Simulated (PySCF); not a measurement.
A calculated (LDA, PySCF 2.14, cc-pVTZ, the non-relativistic Hamiltonian (point nucleus)) atom or ion has these occupied shells.

```tsv
shell	electrons	orbital energy (eV)	rms radius, mean of both spins (bohr)
1s α	1	-6358.1	0.0713
1s β	1	-6358.0	0.0713
2s α	1	-731.18	0.307
2s β	1	-728.92	0.307
2p α	3	-627.60	0.275
2p β	3	-625.84	0.275
3s α	1	-85.198	0.928
3s β	1	-80.238	0.928
3p α	3	-55.635	0.991
3p β	3	-50.783	0.991
3d α	5	-8.587	1.37
4s α	1	-5.611	3.40
4s β	1	-4.590	3.40
```

Name the element and its charge.

Mn (manganese, neutral), in [Ar] 3d5 4s2, high-spin 6S determinant.
